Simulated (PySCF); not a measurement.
PySCF input (HF/def2-TZVPD):

```python
from pyscf import gto, scf, dft

mol = gto.M(
    atom='''
    Si   -0.49830147   -0.01537292   -0.09393418
    C    -2.27679679   -0.07677199   -0.46122146
    Br    0.04568207    1.99189801    0.68222875
    Br    0.68683461   -0.40073170   -1.93934135
    Br    0.01866084   -1.56612640    1.40786380
    H    -2.83396982   -1.00406296   -0.41262045
    H    -2.82024223    0.80351880   -0.78126454
    ''',
    basis='def2-tzvpd',
    charge=0,
    spin=1,
    verbose=4,
)

mf = scf.UHF(mol).density_fit(auxbasis='def2-universal-jkfit')
mf.conv_tol = 1e-9
mf.max_cycle = 100
mf.max_memory = 1500
mf.kernel()
if not mf.converged:
    mf = mf.newton()
    mf.kernel(mf.make_rdm1())
for _ in range(2):
    mo, _, stable, _ = mf.stability(return_status=True)
    if stable:
        break
    mf.kernel(mf.make_rdm1(mo, mf.mo_occ))
mf.analyze()
```

End of the output:

```
Extra cycle  E= -8045.36207613984  delta_E= 9.09e-11  |g|= 4.63e-06  |ddm|= 1.3e-05
converged SCF energy = -8045.36207613984  <S^2> = 0.76101011  2S+1 = 2.01098
uhf_internal: lowest eigs of H = [0.35692591 0.39807001 0.40044512]
<class 'pyscf.df.df_jk.DFUHF'> wavefunction is stable in the internal stability analysis
**** SCF Summaries ****
Total Energy =                       -8045.362076139837882
Nuclear Repulsion Energy =            1053.873365829505701
One-electron Energy =               -13306.121043859584461
Two-electron Energy =                 4206.885601890241560
Two-electron Coulomb Energy =         4502.301163580365028
DFT Exchange-Correlation Energy =     -295.415561690123468
HOMO-LUMO gap [eV] =                    11.958897991130495
**** MO energy ****
                             alpha | beta                alpha | beta
MO #1   energy= -490.033569395807  | -490.033541083541  occ= 1 | 1
MO #2   energy= -490.033569081155  | -490.03354076881   occ= 1 | 1
MO #3   energy= -490.031088275153  | -490.030900261394  occ= 1 | 1
MO #4   energy= -68.8999022008201  | -68.9005307576993  occ= 1 | 1
MO #5   energy= -65.1758797659081  | -65.1758621241749  occ= 1 | 1
MO #6   energy= -65.175879281563   | -65.1758616367095  occ= 1 | 1
MO #7   energy= -65.1733676356633  | -65.1732535955037  occ= 1 | 1
MO #8   energy= -58.5307555722581  | -58.5307403516153  occ= 1 | 1
MO #9   energy= -58.5307515575794  | -58.5307362310842  occ= 1 | 1
MO #10  energy= -58.5299580938387  | -58.5299353380852  occ= 1 | 1
MO #11  energy= -58.5299568790075  | -58.5299297893787  occ= 1 | 1
MO #12  energy= -58.529930553783   | -58.5298790877843  occ= 1 | 1
MO #13  energy= -58.5299258397658  | -58.5298771432894  occ= 1 | 1
MO #14  energy= -58.5283343167509  | -58.5280552408549  occ= 1 | 1
MO #15  energy= -58.5274717385851  | -58.5273301556978  occ= 1 | 1
MO #16  energy= -58.5273985690698  | -58.5272210549715  occ= 1 | 1
MO #17  energy= -11.2697188514758  | -11.2482131454435  occ= 1 | 1
MO #18  energy= -9.84882235123901  | -9.84876514281838  occ= 1 | 1
MO #19  energy= -9.84881836187365  | -9.84876107708874  occ= 1 | 1
MO #20  energy= -9.84641003241387  | -9.84603177293518  occ= 1 | 1
MO #21  energy= -7.45944398446399  | -7.45940939993129  occ= 1 | 1
MO #22  energy= -7.45944211263626  | -7.45940749507625  occ= 1 | 1
MO #23  energy= -7.45718048045897  | -7.45649103982116  occ= 1 | 1
MO #24  energy= -7.45504069378373  | -7.45500338041246  occ= 1 | 1
MO #25  energy= -7.4550396517318   | -7.45500250959378  occ= 1 | 1
MO #26  energy= -7.45499137737074  | -7.45485639347369  occ= 1 | 1
MO #27  energy= -7.45499051247112  | -7.45485529789073  occ= 1 | 1
MO #28  energy= -7.45266084296918  | -7.45234140760019  occ= 1 | 1
MO #29  energy= -7.45247532296685  | -7.45210582719893  occ= 1 | 1
MO #30  energy= -6.23785150236179  | -6.2387684073288   occ= 1 | 1
MO #31  energy= -4.34525450222042  | -4.34569126597608  occ= 1 | 1
MO #32  energy= -4.34519927777485  | -4.34537037032359  occ= 1 | 1
MO #33  energy= -4.34345469261697  | -4.34500763594965  occ= 1 | 1
MO #34  energy= -3.20135743656509  | -3.20132741667746  occ= 1 | 1
MO #35  energy= -3.20135176615036  | -3.2013216579039   occ= 1 | 1
MO #36  energy= -3.199055630917    | -3.19905028843034  occ= 1 | 1
MO #37  energy= -3.19904545553332  | -3.19903990711238  occ= 1 | 1
MO #38  energy= -3.19901183795864  | -3.19896066281469  occ= 1 | 1
MO #39  energy= -3.19900497314295  | -3.1989534529263   occ= 1 | 1
MO #40  energy= -3.19887835239064  | -3.19857923818382  occ= 1 | 1
MO #41  energy= -3.19658637274368  | -3.19632784978928  occ= 1 | 1
MO #42  energy= -3.19653968830701  | -3.19626301583627  occ= 1 | 1
MO #43  energy= -3.19360621955186  | -3.19355984080798  occ= 1 | 1
MO #44  energy= -3.19360380026795  | -3.1935587284009   occ= 1 | 1
MO #45  energy= -3.19360161716151  | -3.19355514805536  occ= 1 | 1
MO #46  energy= -3.19359918205197  | -3.19355353339889  occ= 1 | 1
MO #47  energy= -3.1911095191351   | -3.19094015823979  occ= 1 | 1
MO #48  energy= -3.1911094199528   | -3.19093912661632  occ= 1 | 1
MO #49  energy= -1.06568428924039  | -1.06044242824984  occ= 1 | 1
MO #50  energy= -1.01932944703398  | -1.01882967185665  occ= 1 | 1
MO #51  energy= -1.01776120660436  | -1.01515931520196  occ= 1 | 1
MO #52  energy= -0.979461274598609 | -0.89576834734989  occ= 1 | 1
MO #53  energy= -0.683880328983761 | -0.677562841132733 occ= 1 | 1
MO #54  energy= -0.62549193837944  | -0.612153971264302 occ= 1 | 1
MO #55  energy= -0.550791414780304 | -0.537891369624671 occ= 1 | 1
MO #56  energy= -0.538342678855705 | -0.523068498115896 occ= 1 | 1
MO #57  energy= -0.519911733156599 | -0.519469909161018 occ= 1 | 1
MO #58  energy= -0.460436868037027 | -0.452983384678546 occ= 1 | 1
MO #59  energy= -0.453901836561267 | -0.452472779575053 occ= 1 | 1
MO #60  energy= -0.446615773928776 | -0.438086763672657 occ= 1 | 1
MO #61  energy= -0.437714589564584 | -0.429048720308552 occ= 1 | 1
MO #62  energy= -0.429241695867514 | -0.427826555035899 occ= 1 | 1
MO #63  energy= -0.416678208421716 | -0.415913996178041 occ= 1 | 1
MO #64  energy= -0.406779883679137 | 0.0327015151125628 occ= 1 | 0
MO #65  energy= 0.0410061106629414 | 0.041603865122225  occ= 0 | 0
MO #66  energy= 0.052569806392754  | 0.0526086950926254 occ= 0 | 0
MO #67  energy= 0.0538218556126359 | 0.0589554758057485 occ= 0 | 0
MO #68  energy= 0.0656363435378182 | 0.066603273111248  occ= 0 | 0
MO #69  energy= 0.0772889372598932 | 0.0774622135970406 occ= 0 | 0
MO #70  energy= 0.0774355872794849 | 0.077548151339291  occ= 0 | 0
MO #71  energy= 0.0816075038550229 | 0.0817865960395681 occ= 0 | 0
MO #72  energy= 0.0838686140740458 | 0.0857075962652469 occ= 0 | 0
MO #73  energy= 0.0871083402064061 | 0.0891019452824794 occ= 0 | 0
MO #74  energy= 0.100998594012588  | 0.103299951477626  occ= 0 | 0
MO #75  energy= 0.110850541775845  | 0.110870618843067  occ= 0 | 0
MO #76  energy= 0.131713487812604  | 0.131819559116792  occ= 0 | 0
MO #77  energy= 0.13490071619893   | 0.135106126941707  occ= 0 | 0
MO #78  energy= 0.144275233963193  | 0.154684478095255  occ= 0 | 0
MO #79  energy= 0.153113473254473  | 0.163311610602808  occ= 0 | 0
MO #80  energy= 0.166493216552677  | 0.170462161173683  occ= 0 | 0
MO #81  energy= 0.17656898990947   | 0.186632230153624  occ= 0 | 0
MO #82  energy= 0.188870977222251  | 0.191248269639159  occ= 0 | 0
MO #83  energy= 0.189675608790313  | 0.197111103982511  occ= 0 | 0
MO #84  energy= 0.214443194165756  | 0.215793527262399  occ= 0 | 0
MO #85  energy= 0.215611090405719  | 0.219522388191308  occ= 0 | 0
MO #86  energy= 0.227237223059846  | 0.229634125031871  occ= 0 | 0
MO #87  energy= 0.228912442877611  | 0.23103478409626   occ= 0 | 0
MO #88  energy= 0.229945966847184  | 0.235984436127291  occ= 0 | 0
MO #89  energy= 0.235216705542378  | 0.23859556634259   occ= 0 | 0
MO #90  energy= 0.238444771597806  | 0.243423854972501  occ= 0 | 0
MO #91  energy= 0.243602627366504  | 0.247379998326402  occ= 0 | 0
MO #92  energy= 0.260756699120758  | 0.260804069724801  occ= 0 | 0
MO #93  energy= 0.261596435178697  | 0.263297140544861  occ= 0 | 0
MO #94  energy= 0.273790893744816  | 0.27723968440007   occ= 0 | 0
MO #95  energy= 0.276806461706443  | 0.278197639750844  occ= 0 | 0
MO #96  energy= 0.281656649151113  | 0.28410528533332   occ= 0 | 0
MO #97  energy= 0.28283799630765   | 0.286125269312891  occ= 0 | 0
MO #98  energy= 0.295386756335608  | 0.30304000064158   occ= 0 | 0
MO #99  energy= 0.300493257369015  | 0.306093211537875  occ= 0 | 0
MO #100 energy= 0.307813151049687  | 0.308877980786741  occ= 0 | 0
MO #101 energy= 0.317986132878752  | 0.318062677993239  occ= 0 | 0
MO #102 energy= 0.328701613586721  | 0.33073931636904   occ= 0 | 0
MO #103 energy= 0.330042684963164  | 0.330916046733791  occ= 0 | 0
MO #104 energy= 0.332938892504772  | 0.347184233133461  occ= 0 | 0
[...]
```

It need not be the lowest isomer of its formula.
